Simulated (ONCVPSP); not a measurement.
## Co (Z = 27) ONCV: all-electron and pseudo phase curves

ONCVPSP 4.0.1 input, shortened (lines: element, Z, core and valence counts, functional; n l f; lmax; l rc ep ncon nbas qcut; lloc lpopt rc5 dvloc0; l nproj debl; icmod fcfact rcfact), PBE, scalar-relativistic:

```
  Co 27.00    3    5        4      upf
    1    0    2.00
    2    0    2.00
    2    1    6.00
    3    0    2.00
    3    1    6.00
    3    2    7.00
    4    0    1.50
    4    1    0.50
    2
    0    1.25    0.00    4    8    9.40
    1    1.70    0.00    4    8    9.10
    2    1.40    0.00    4    9    9.30
    4    5    0.80    3.00
    0    2    1.70
    1    2    1.50
    2    2    3.90
    3    3.50    1.15
```

The phase is arctan(r·R′/R) of the radial function R(r), unwrapped; energies in Ha, scanned from -5 to 5 Ha. A pole is an energy at which the radial function vanishes at the test radius. The pseudo phase is shifted by a multiple of π to meet the all-electron one at the reference energy, and phase errors are pseudo minus all-electron; the curves can meet again beyond the range given. Levels narrower than the energy grid can be missing from the lists of poles.

| channel | radius (bohr) | reference energy (Ha) | poles, all-electron | poles, pseudo | unbroken range about the reference energy with phases within 0.05 rad | phase error 1 Ha above the reference energy (rad) |
| --- | --- | --- | --- | --- | --- | --- |
| s | 1.27 | -0.22 | -3.03 | -3.03 | the whole range | -0.000 |
| p | 1.73 | -0.06 | -2.31, 4.49 | -2.31, 4.56 | the whole range | +0.001 |
| d | 1.42 | -0.34 | 0.38 | 0.38 | the whole range | +0.000 |

Phases in the p channel:

```tsv
E (Ha)	all-electron	pseudo
-4.96	1.317	1.317
-4.72	1.306	1.306
-4.48	1.293	1.293
-4.24	1.278	1.278
-4.00	1.259	1.259
-3.76	1.234	1.235
-3.52	1.201	1.201
-3.28	1.148	1.149
-3.04	1.049	1.049
-2.80	0.747	0.747
-2.56	-0.853	-0.853
-2.32	-1.562	-1.562
-2.08	-1.724	-1.724
-1.84	-1.805	-1.805
-1.60	-1.864	-1.864
-1.36	-1.918	-1.918
-1.12	-1.974	-1.974
-0.88	-2.038	-2.038
-0.64	-2.117	-2.117
-0.40	-2.220	-2.220
-0.16	-2.361	-2.361
0.08	-2.561	-2.561
0.32	-2.842	-2.842
0.56	-3.199	-3.198
0.80	-3.563	-3.562
1.04	-3.858	-3.857
1.28	-4.069	-4.067
1.52	-4.216	-4.214
1.76	-4.321	-4.319
2.00	-4.398	-4.397
2.24	-4.458	-4.456
2.48	-4.505	-4.504
2.72	-4.544	-4.542
2.96	-4.577	-4.574
3.20	-4.604	-4.602
3.44	-4.629	-4.626
3.68	-4.650	-4.647
3.92	-4.670	-4.667
4.16	-4.689	-4.685
4.40	-4.706	-4.702
4.64	-4.723	-4.718
4.88	-4.739	-4.733
```
